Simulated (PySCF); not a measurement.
# How methods differ on the ionisation energy of S⁺

S⁺ [Ne] 3s2 3p3 (4S) → S²⁺ [Ne] 3s2 3p2 (3P), as a difference of total energies. Calculation: PySCF 2.14, in x2c-QZVPPall with one added diffuse shell each of s, p, d, f type (10s7p5d3f1g, 86 functions); scalar relativity by spin-free X2C-1e. Correlated levels: valence: [Ne] frozen; valence and next inner shell: 1s2 frozen. The calculations carry no spin-orbit coupling.

```json
{"method": "UHF", "ionisation energy (eV)": "22.711"}
{"method": "LDA", "ionisation energy (eV)": "23.392"}
{"method": "PBE", "ionisation energy (eV)": "23.301"}
{"method": "PBE0", "ionisation energy (eV)": "23.369"}
{"method": "r2SCAN", "ionisation energy (eV)": "23.495"}
{"method": "BP86", "ionisation energy (eV)": "23.335"}
{"method": "B3LYP", "ionisation energy (eV)": "23.235"}
{"method": "wB97M-V", "ionisation energy (eV)": "23.048"}
{"method": "M06-2X", "ionisation energy (eV)": "23.174"}
{"method": "MP2 (valence)", "ionisation energy (eV)": "23.374"}
{"method": "SCS-MP2 (valence)", "ionisation energy (eV)": "23.182"}
{"method": "MP2 (valence and next inner shell)", "ionisation energy (eV)": "23.390"}
{"method": "SCS-MP2 (valence and next inner shell)", "ionisation energy (eV)": "23.197"}
```

Question: How much does correlation contribute at MP2 (valence and next inner shell)?

Answer: 23.390 − (22.711) = 0.679 eV, measured against UHF.

A first-order spin-orbit estimate (lowest level to lowest level, LS coupling) adds -0.062 eV.

Errors of the correlated levels include the incompleteness of this basis and the frozen core.

For comparison: 23.338 eV (measured; NIST Atomic Spectra Database, ionization energies).
